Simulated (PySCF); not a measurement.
C6H7NO.
Structure used (GFN2-xTB), in Å, numbered top down from 1:
```
atom  x, y, z in Å
C1     2.4741   -0.0616    0.1836
O2     1.4148    0.8622    0.0886
C3     0.1489    0.3923    0.0031
C4    -0.8695    1.3468   -0.0799
C5    -2.1762    0.9135   -0.1720
N6    -2.5286   -0.3636   -0.1840
C7    -1.5645   -1.2608   -0.1035
C8    -0.2165   -0.9516   -0.0089
H9     2.5264   -0.7037   -0.7011
H10    3.3812    0.5370    0.2472
H11    2.3845   -0.6818    1.0810
H12   -0.6148    2.3939   -0.0713
H13   -2.9899    1.6231   -0.2405
H14   -1.8865   -2.2940   -0.1157
H15    0.5122   -1.7436    0.0514
```

Computed, not measured: CAM-B3LYP/def2-SVPD in PySCF (dipole) on a GFN2-xTB geometry, gas phase.

Take the most abundant isotopes and a rigid rotor. The values belong to one conformer with, in the numbering `[CH3:1][O:2][c:3]1[cH:4][cH:5][n:6][cH:7][cH:8]1`, C1–O2–C3–C4 180°.

(1) What are A, B and C (cm⁻¹)?

(2) Classify the top.

(3) Is it planar, by Δ = Ic − Ia − Ib?

(4) Give the other two planar moments, Paa and Pbb, and the rms extents of the mass along the axes.

(5) List the rotational levels J(Ka,Kc) to J = 5 (MHz).

(6) Predict some low-J microwave lines.

(7) Estimate the classical rotational partition function at 50 K, 100 K and 298.15 K.

Results:

(1) Ia = 94.03, Ib = 321.11, Ic = 411.92 u·Å²; 505379 MHz·u·Å²/I gives 5375, 1574 and 1227 MHz, that is A = 0.17928, B = 0.05250, C = 0.04092 cm⁻¹.

(2) An asymmetric top; Ray's κ = -0.833.

(3) Not planar: Δ = Ic − Ia − Ib = -3.22 u·Å². For a rigid frame Δ = −2 Σ m c², so Σ m c² = 1.61 u·Å² lies off the ab plane, practically all of it from hydrogen. The atom farthest from that plane is 0.90 Å away.

(4) Paa = Σ m a² = (Ib + Ic − Ia)/2 = 319.50 and Pbb = Σ m b² = (Ia + Ic − Ib)/2 = 92.42 u·Å². With the mass M = 109.05 u, the rms extents √(P/M) along a, b and c are 1.71, 0.92, 0.12 Å.

(5) Above 0(0,0):
J = 1: 1(0,1) 2801, 1(1,1) 6601, 1(1,0) 6948
J = 2: 2(0,2) 8380, 2(1,2) 11856, 2(1,1) 12897, 2(2,1) 24299, 2(2,0) 24322
J = 3: 3(0,3) 16692, 3(1,3) 19724, 3(1,2) 21805, 3(2,2) 32701, 3(2,1) 32814, 3(3,1) 52586, 3(3,0) 52587
J = 4: 4(0,4) 27673, 4(1,4) 30190, 4(1,3) 33653, 4(2,3) 43887, 4(2,2) 44221, 4(3,2) 63832, 4(3,1) 63838, 4(4,1) 91613, 4(4,0) 91613
J = 5: 5(0,5) 41250, 5(1,5) 43237, 5(1,4) 48415, 5(2,4) 57840, 5(2,3) 58601, 5(3,3) 77904, 5(3,2) 77930, 5(4,2) 105667, 5(4,1) 105667, 5(5,1) 141388, 5(5,0) 141388

(6) The dipole components are |μa| = 3.12 D, |μb| = 0.74 D, |μc| = 0.00 D; the mirror of this Cs structure is the ab plane, so μc vanishes by symmetry (the 0.01 D computed is a residue) and there are no c-type lines. The squared components, which scale the intensities, stand as 1.00 : 0.06 (a : b). Some lines, for components of 0.1 D or more:

```csv
type,branch,"J(Ka,Kc)",MHz,lower level (cm⁻¹)
a,Q,"1(1,0) ← 1(1,1)",347,0.220
a,Q,"2(1,1) ← 2(1,2)",1041,0.395
b,R,"2(0,2) ← 1(1,1)",1778,0.220
a,R,"1(0,1) ← 0(0,0)",2801,0.000
b,Q,"1(1,0) ← 1(0,1)",4148,0.093
b,Q,"2(1,1) ← 2(0,2)",4517,0.280
a,R,"2(1,2) ← 1(1,1)",5255,0.220
a,R,"2(0,2) ← 1(0,1)",5579,0.093
a,R,"2(1,1) ← 1(1,0)",5948,0.232
b,R,"1(1,1) ← 0(0,0)",6601,0.000
b,R,"2(1,2) ← 1(0,1)",9055,0.093
b,Q,"2(2,0) ← 2(1,1)",11425,0.430
b,Q,"2(2,1) ← 2(1,2)",12443,0.395
b,R,"2(2,1) ← 1(1,0)",17351,0.232
b,R,"2(2,0) ← 1(1,1)",17720,0.220
```

(7) Point group Cs, symmetry number σ = 1; q = (√π/σ)·√((kT/h)³/(ABC)), k/h = 20836.6 MHz/K: 18500 at 50 K, 52300 at 100 K, 269000 at 298.15 K.

Whether it is a minimum is left open (no frequencies). No vibrational averaging or centrifugal distortion is included, and the geometry carries the error of its method. A rigid rotor knows nothing of internal rotation, which can split or shift real lines. Quadrupole hyperfine structure (14N) is left out.
